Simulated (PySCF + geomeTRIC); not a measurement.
Computed with M06-2X/def2-TZVP (PySCF + geomeTRIC). fastk is a local helper that only speeds up exchange builds. No frequencies were computed at this level.

```python
import json, numpy as np
from pyscf import gto, dft
from fastk import lowrank_exchange
atoms = """
O      1.414934     0.411553    -0.582730
C      0.375371     0.188565     0.333136
C     -0.755544    -0.724540    -0.016432
C     -1.010075     0.552534    -0.070658
H      2.009198    -0.347056    -0.588125
H      0.700534     0.295504     1.368368
H     -1.063452    -1.731500    -0.157332
H     -1.670967     1.354942    -0.286226
"""
def scf(charge, spin, dm0=None):
    mol = gto.M(atom=atoms, basis='def2-tzvp', ecp={}, charge=charge, spin=spin, verbose=3, max_memory=5040)
    mf = dft.KS(mol, xc='m062x').density_fit(auxbasis="def2-universal-jkfit")
    mf.grids.level = 4
    mf.conv_tol = 1e-8
    mf.max_cycle = 60
    mf.kernel(dm0)
    if not mf.converged:
        mf = mf.newton().run(mf.mo_coeff, mf.mo_occ).undo_soscf()
    return mf
mf = scf(0, 0)
from pyscf.geomopt.geometric_solver import kernel as optimize
path = []
done, mol = optimize(mf, maxsteps=80, assert_convergence=False, callback=lambda env: path.append((env["energy"], bool(env["g_scanner"].converged))))
res = dict(converged=bool(done and path[-1][1]), energy=path[-1][0], path=[e for e, c in path], xyz=mol.atom_coords(unit="Angstrom").tolist(), nao=mol.nao)
json.dump(res, open("result.json", "w"))
```

Output:

```
converged SCF energy = -191.841425983141
Geometry optimization cycle 1
converged SCF energy = -191.841425983016
cycle 1: E = -191.841425983  dE = -191.841  norm(grad) = 0.0446927
Geometry optimization cycle 2
converged SCF energy = -191.842084153535
cycle 2: E = -191.842084154  dE = -0.000658171  norm(grad) = 0.00696035
Geometry optimization cycle 3
converged SCF energy = -191.84213313481
cycle 3: E = -191.842133135  dE = -4.89813e-05  norm(grad) = 0.00879763
Geometry optimization cycle 4
converged SCF energy = -191.842197993014
cycle 4: E = -191.842197993  dE = -6.48582e-05  norm(grad) = 0.00227
Geometry optimization cycle 5
converged SCF energy = -191.842228116906
cycle 5: E = -191.842228117  dE = -3.01239e-05  norm(grad) = 0.00243133
Geometry optimization cycle 6
converged SCF energy = -191.842271620743
cycle 6: E = -191.842271621  dE = -4.35038e-05  norm(grad) = 0.00401702
Geometry optimization cycle 7
converged SCF energy = -191.84232065117
cycle 7: E = -191.842320651  dE = -4.90304e-05  norm(grad) = 0.00417178
Geometry optimization cycle 8
converged SCF energy = -191.842346988189
cycle 8: E = -191.842346988  dE = -2.6337e-05  norm(grad) = 0.00254079
Geometry optimization cycle 9
converged SCF energy = -191.842357286673
cycle 9: E = -191.842357287  dE = -1.02985e-05  norm(grad) = 0.00115031
Geometry optimization cycle 10
converged SCF energy = -191.842361589106
cycle 10: E = -191.842361589  dE = -4.30243e-06  norm(grad) = 0.000750707
Geometry optimization cycle 11
converged SCF energy = -191.842363892511
cycle 11: E = -191.842363893  dE = -2.30341e-06  norm(grad) = 0.000676899
Geometry optimization cycle 12
converged SCF energy = -191.842365224648
cycle 12: E = -191.842365225  dE = -1.33214e-06  norm(grad) = 0.000409151
Geometry optimization cycle 13
converged SCF energy = -191.842365556962
cycle 13: E = -191.842365557  dE = -3.32314e-07  norm(grad) = 0.000129012
<class 'geometric.internal.Distance'> : 8
<class 'geometric.internal.Angle'> : 9
<class 'geometric.internal.OutOfPlane'> : 4
<class 'geometric.internal.Dihedral'> : 16
<class 'geometric.internal.TranslationX'> : 1
<class 'geometric.internal.TranslationY'> : 1
<class 'geometric.internal.TranslationZ'> : 1
<class 'geometric.internal.RotationA'> : 1
<class 'geometric.internal.RotationB'> : 1
<class 'geometric.internal.RotationC'> : 1
Step    0 : Gradient = 1.580e-02/2.889e-02 (rms/max) Energy = -191.8414259830
Step    1 : Displace = 1.738e-02/2.162e-02 (rms/max) Trust = 1.000e-01 (=) Grad = 2.461e-03/5.626e-03 (rms/max) E (change) = -191.8420841535 (-6.582e-04) Quality = 0.929
Step    2 : Displace = 1.902e-02/2.880e-02 (rms/max) Trust = 1.414e-01 (+) Grad = 3.110e-03/5.847e-03 (rms/max) E (change) = -191.8421331348 (-4.898e-05) Quality = 0.398
Step    3 : Displace = 6.227e-03/8.692e-03 (rms/max) Trust = 1.414e-01 (=) Grad = 8.026e-04/1.382e-03 (rms/max) E (change) = -191.8421979930 (-6.486e-05) Quality = 1.238
Step    4 : Displace = 1.002e-02/2.023e-02 (rms/max) Trust = 2.000e-01 (+) Grad = 8.596e-04/1.200e-03 (rms/max) E (change) = -191.8422281169 (-3.012e-05) Quality = 1.163
Step    5 : Displace = 1.339e-02/2.894e-02 (rms/max) Trust = 2.828e-01 (+) Grad = 1.420e-03/2.300e-03 (rms/max) E (change) = -191.8422716207 (-4.350e-05) Quality = 1.453
Step    6 : Displace = 2.270e-02/5.004e-02 (rms/max) Trust = 3.000e-01 (+) Grad = 1.475e-03/2.769e-03 (rms/max) E (change) = -191.8423206512 (-4.903e-05) Quality = 1.399
Step    7 : Displace = 1.750e-02/3.868e-02 (rms/max) Trust = 3.000e-01 (=) Grad = 8.983e-04/1.896e-03 (rms/max) E (change) = -191.8423469882 (-2.634e-05) Quality = 1.247
Step    8 : Displace = 6.622e-03/1.437e-02 (rms/max) Trust = 3.000e-01 (=) Grad = 4.067e-04/6.846e-04 (rms/max) E (change) = -191.8423572867 (-1.030e-05) Quality = 1.324
Step    9 : Displace = 2.589e-03/4.720e-03 (rms/max) Trust = 3.000e-01 (=) Grad = 2.654e-04/4.167e-04 (rms/max) E (change) = -191.8423615891 (-4.302e-06) Quality = 1.343
Step   10 : Displace = 1.538e-03/2.456e-03 (rms/max) Trust = 3.000e-01 (=) Grad = 2.393e-04/4.569e-04 (rms/max) E (change) = -191.8423638925 (-2.303e-06) Quality = 1.395
Step   11 : Displace = 1.513e-03/2.035e-03 (rms/max) Trust = 3.000e-01 (=) Grad = 1.447e-04/3.083e-04 (rms/max) E (change) = -191.8423652246 (-1.332e-06) Quality = 1.240
Step   12 : Displace = 7.685e-04/1.011e-03 (rms/max) Trust = 3.000e-01 (=) Grad = 4.561e-05/8.327e-05 (rms/max) E (change) = -191.8423655570 (-3.323e-07) Quality = 1.108
Converged! =D
```

Cost: about 4 core-minutes (a rough figure).
